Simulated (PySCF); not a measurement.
B(H)(NHMe)2 (C2H9BN2), SMILES CNBNC. Geometry optimised at PBE0-D3(BJ)/def2-SVP. The structure was generated by enumeration, and PubChem lists no compound with its InChIKey, so it may never have been made. One conformer was computed; it need not be the lowest.

Computed equilibrium geometry at PBE0-D3(BJ)/def2-SVP (PySCF confirms it by a frequency run) as a Z-matrix (one conformer of several):
```
B
N 1 1.4121
H 2 1.0129 1 119.83
N 1 1.4154 2 123.05 3 2.74
H 4 1.0099 1 117.79 2 -175.21
C 4 1.4365 5 115.06 1 -175.38
H 6 1.1016 4 111.37 5 -33.58
H 6 1.1027 7 106.30 4 120.58
H 6 1.1076 7 107.23 8 114.43
C 2 1.4367 3 114.22 1 179.85
H 10 1.0991 2 109.34 3 178.77
H 10 1.1054 11 107.35 2 122.43
H 10 1.1056 11 107.27 12 115.01
H 1 1.2134 2 118.69 3 -177.58
```
